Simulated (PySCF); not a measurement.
# Al(2+) (aluminium, charge +2) across methods

[Ne] 3p1, 2P determinant (an excited configuration). Computed with PySCF 2.14 in dyall-acv3z (19s12p6d4f, 113 functions), with the non-relativistic Hamiltonian (point nucleus).

| method | E (hartree) | mean ε 2p α (eV) | mean ε 2p β (eV) | mean ε 3p α (eV) | Σ⟨r²⟩ (bohr²) | ⟨S²⟩ |
| --- | --- | --- | --- | --- | --- | --- |
| PBE | -241.0973 | -91.712 | -91.532 | -18.845 | 11.00 | 0.750 |
| LDA | -240.1747 | -91.822 | -91.637 | -18.705 | 10.99 | 0.750 |
| TPSSh | -241.2478 | -94.037 | -93.851 | -19.117 | 11.05 | 0.750 |
| r2SCAN | -241.2115 | -93.436 | -93.263 | -18.889 | 11.06 | 0.750 |
| UHF | -240.79093 | -109.71 | -109.34 | -21.533 | 11.38 | 0.750 |
| r2SCAN0 | -241.2023 | -97.736 | -97.514 | -19.625 | 11.09 | 0.750 |
| B97-3 | -241.2059 | -96.912 | -96.717 | -19.601 | 11.08 | 0.750 |

(1) Estimate the same row for PBE0.

Answers

(1) E (hartree) = -241.1173; mean ε 2p α (eV) = -96.515; mean ε 2p β (eV) = -96.289; mean ε 3p α (eV) = -19.626; Σ⟨r²⟩ (bohr²) = 11.06; ⟨S²⟩ = 0.750.
